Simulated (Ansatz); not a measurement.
Ansatz (a program for electronic structure) input (CCSD(T)/aug-cc-pV(D+d)Z):
A basis named .json is the Basis Set Exchange file of that set.

Ansatz 0.2 input:
```yaml
crystal:
  periodic: [false, false, false]
  atoms:
    - {symbol: Si, position_ang: [-0.93777073, 0.18571940, -0.57676865]}
    - {symbol: C, position_ang: [-1.84238986, 1.68508834, -0.66486945]}
    - {symbol: C, position_ang: [-1.32275734, -1.16923018, 0.72839004]}
    - {symbol: N, position_ang: [0.80589039, 0.45060830, -0.20824386]}
    - {symbol: Si, position_ang: [1.99209190, -0.50570296, 0.53656302]}
    - {symbol: H, position_ang: [-1.01892856, -0.56098992, -1.88456231]}
    - {symbol: H, position_ang: [-2.48730596, 1.88646263, -1.51499528]}
    - {symbol: H, position_ang: [-1.99439877, 2.34338580, 0.18741645]}
    - {symbol: H, position_ang: [-2.32415117, -1.56856598, 0.54821555]}
    - {symbol: H, position_ang: [-0.61879600, -2.01152581, 0.71294032]}
    - {symbol: H, position_ang: [-1.31206357, -0.74240675, 1.73652686]}
    - {symbol: H, position_ang: [1.07700472, 1.37789028, -0.50552484]}
    - {symbol: H, position_ang: [2.08577085, -1.88820535, -0.02167652]}
    - {symbol: H, position_ang: [3.34669888, 0.10919028, 0.37076560]}
    - {symbol: H, position_ang: [1.83532363, -0.71487216, 2.01035627]}
basis:
  gaussian:
    orbitals: aug-cc-pV_D+d_Z.json
total_charge: -1
magnetization: {spin_polarized: false}
correlation: {method: ccsd_t, electrons: outside_noble_gas}
output: {forces: true}
```

End of the output:

```
Atom 1 at    -1.842390     1.685088    -0.664869 Å, force    -0.017141     0.213053    -0.029084 eV/Å
Atom 2 at    -1.322757    -1.169230     0.728390 Å, force     0.107242     0.233022    -0.255774 eV/Å
Atom 3 at     0.805890     0.450608    -0.208244 Å, force    -0.259217     0.193863    -0.134614 eV/Å
Atom 4 at     1.992092    -0.505703     0.536563 Å, force     0.482362    -0.379726     0.310825 eV/Å
Atom 5 at    -1.018929    -0.560990    -1.884562 Å, force    -0.015400    -0.053031    -0.117450 eV/Å
Atom 6 at    -2.487306     1.886463    -1.514995 Å, force    -0.327728     0.100352    -0.451976 eV/Å
Atom 7 at    -1.994399     2.343386     0.187416 Å, force    -0.062891     0.348851     0.438723 eV/Å
Atom 8 at    -2.324151    -1.568566     0.548216 Å, force    -0.464168    -0.189397    -0.072289 eV/Å
Atom 9 at    -0.618796    -2.011526     0.712940 Å, force     0.334035    -0.377398    -0.014802 eV/Å
Atom 10 at    -1.312064    -0.742407     1.736527 Å, force     0.003486     0.199589     0.477987 eV/Å
Atom 11 at     1.077005     1.377890    -0.505525 Å, force     0.172436     0.381299    -0.123178 eV/Å
Atom 12 at     2.085771    -1.888205    -0.021677 Å, force    -0.010262    -0.115323    -0.053032 eV/Å
Atom 13 at     3.346699     0.109190     0.370766 Å, force     0.092882     0.051519    -0.020241 eV/Å
Atom 14 at     1.835324    -0.714872     2.010356 Å, force    -0.037812    -0.019792     0.110925 eV/Å
Dipole moment:     0.849522    -0.583895     0.411360 e Å
```

It need not be the lowest isomer of its formula. Whether it binds its extra electron was not tested at this geometry.
